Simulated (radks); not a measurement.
Valence configurations of the krypton ion Kr+ (all share [Ar]). All-electron calculation, scalar-relativistic Kohn-Sham, PBE, spin-unpolarised, spherical densities, finite nucleus; Fermi nuclear charge, rms radius 4.1884 fm. Program: a radial shooting solver on a logarithmic mesh with Libxc functionals. Energies are relative to 3d10 4s2 4p5; eigenvalues in eV.

valence,E (eV),e(3d),e(4p),e(4s)
3d10 4s2 4p5,0.000,-93.300,-19.549,-33.981
3d10 4s1.5 4p5.5,7.235,-94.070,-19.872,-34.381
3d10 4s1 4p6,14.508,-94.829,-20.189,-34.772
3d9.5 4s2 4p5.5,38.316,-100.06,-20.473,-35.348
3d9.5 4s1.5 4p6,45.771,-100.80,-20.787,-35.733
3d9 4s2 4p6,79.579,-106.93,-21.392,-36.695

NIST lists [Ar] 3d10 4s2 4p5 as the ground configuration; this level of theory agrees among the configurations tried. The energies are those of spherical spin-averaged densities, not of single terms.
